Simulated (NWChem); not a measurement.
System: CH5AlS; SMILES C[S][AlH2]

NWChem input:

```
start job
memory heap 200 mb stack 900 mb global 1100 mb
geometry units angstroms noautosym nocenter noautoz
  Al     0.202376    -1.536466     0.002960
  H     -0.832943    -2.734610     0.010238
  H      1.783249    -1.689227    -0.007659
  S     -0.633552     0.471831     0.007814
  C      0.840344     1.553615    -0.001696
  H      0.817951     2.189138     0.893860
  H      0.803027     2.193247    -0.893819
  H      1.777382     0.979652    -0.010854
end
basis spherical
  * library pcsseg-1
end
dft
  xc bhlyp
  iterations 150
end
property
  shielding 7 1 2 3 4 5 6 8
  efieldgrad
end
task dft property
```

Output (shortened):

```
             Northwest Computational Chemistry Package (NWChem) 7.3.0
             --------------------------------------------------------

                             Geometry "geometry" -> ""
                             -------------------------

 Output coordinates in angstroms (scale by  1.889725989 to convert to a.u.)

  No.       Tag          Charge          X              Y              Z
 ---- ---------------- ---------- -------------- -------------- --------------
    1 Al                  13.0000     0.20237600    -1.53646600     0.00296000
    2 H                    1.0000    -0.83294300    -2.73461000     0.01023800
    3 H                    1.0000     1.78324900    -1.68922700    -0.00765900
    4 S                   16.0000    -0.63355200     0.47183100     0.00781400
    5 C                    6.0000     0.84034400     1.55361500    -0.00169600
    6 H                    1.0000     0.81795100     2.18913800     0.89386000
    7 H                    1.0000     0.80302700     2.19324700    -0.89381900
    8 H                    1.0000     1.77738200     0.97965200    -0.01085400

 Effective nuclear repulsion energy (a.u.)     133.8442419321

                              NWChem Property Module
                              ----------------------

  itol2e modified to match energy
  convergence criterion.

                                 NWChem DFT Module
                                 -----------------

 Summary of "ao basis" -> "ao basis" (spherical)
 ------------------------------------------------------------------------------
       Tag                 Description            Shells   Functions and Types
 ---------------- ------------------------------  ------  ---------------------
 Al                         pcsseg-1                10       24   4s5p1d
 H                          pcsseg-1                 3        5   2s1p
 S                          pcsseg-1                10       24   4s5p1d
 C                          pcsseg-1                 7       17   3s3p1d

  itol2e modified to match energy
  convergence criterion.

[...]

          -----------------------------------------
          Chemical Shielding Tensors (GIAO, in ppm)
          -----------------------------------------

                                NWChem CPHF Module
                                ------------------

  scftype          =     RHF
  nclosed          =       20
  nopen            =        0
  variables        =     1400
  # of vectors     =        3
  tolerance        = 0.10D-03
  level shift      = 0.00D+00
  max iterations   =       50
  max subspace     =       30

 SCF residual:    2.7535734844267697E-005

Iterative solution of linear equations
  No. of variables     1400
  No. of equations        3
  Maximum subspace       30
        Iterations       50
       Convergence  1.0D-04

   iter   nsub   residual    time
   ----  ------  --------  ---------
     1      3    7.06D-01      17.4
     2      6    5.49D-02      19.6
     3      9    8.57D-03      21.8
     4     12    6.65D-04      24.0
     5     15    1.32D-04      26.2
     6     18    9.16D-06      28.4

      Atom:    1  Al
        Diamagnetic
    791.0236     -1.9099      0.0252
     -1.9099    797.6486      0.0119
      0.0252      0.0119    794.6230

        Paramagnetic
   -510.5657     -4.9569      0.4896
     -4.9569   -483.7571      0.0088
      0.4896      0.0088   -437.1261

        Total Shielding Tensor
    280.4579     -6.8668      0.5149
     -6.8668    313.8915      0.0207
      0.5149      0.0207    357.4969

           isotropic =     317.2821
          anisotropy =      60.3275

          Principal Components and Axis System
                 1           2           3
              357.5004    315.2467    279.0992

      1         0.0067     -0.1936      0.9811
      2        -0.0006      0.9811      0.1936
      3         1.0000      0.0019     -0.0065

      Atom:    2  H
        Diamagnetic
     28.1738      5.0056     -0.0277
      5.0056     32.7536     -0.0360
     -0.0277     -0.0360     24.2443

        Paramagnetic
     -2.4553     -1.8594      0.0154
     -1.8594     -2.6149      0.0131
      0.0154      0.0131     -0.1858

        Total Shielding Tensor
     25.7185      3.1462     -0.0122
      3.1462     30.1387     -0.0229
     -0.0122     -0.0229     24.0585

           isotropic =      26.6386
          anisotropy =       7.7025

          Principal Components and Axis System
                 1           2           3
               31.7736     24.0838     24.0584

      1         0.4611      0.8873      0.0122
      2         0.8874     -0.4611     -0.0026
      3        -0.0034     -0.0120      0.9999

      Atom:    3  H
        Diamagnetic
     34.2566     -2.6503     -0.0707
     -2.6503     26.6080      0.0170
     -0.0707      0.0170     23.6431

        Paramagnetic
     -4.7089      0.2611      0.0367
      0.2611     -0.8576     -0.0011
      0.0367     -0.0011      0.7597

        Total Shielding Tensor
     29.5477     -2.3892     -0.0340
     -2.3892     25.7504      0.0160
     -0.0340      0.0160     24.4028

           isotropic =      26.5670
          anisotropy =       6.2012

          Principal Components and Axis System
                 1           2           3
               30.7011     24.5973     24.4026

      1         0.9006      0.4346      0.0062
      2        -0.4346      0.9006     -0.0008
      3        -0.0060     -0.0020      1.0000

      Atom:    4  S
        Diamagnetic
   1059.8985      3.7789     -0.0467
      3.7789   1060.7862     -0.0256
     -0.0467     -0.0256   1052.6223

[...]
```

Level: BHandHLYP/pcSseg-1, GIAO. Coordinates come from a PBE0/def2-SVP optimisation. NWChem prints the field gradient with the sign opposite to the second derivative of the potential. The output numbers the shielded atoms by their place in the input's list. The printed shielding anisotropy is the first printed principal value minus the mean of the other two.
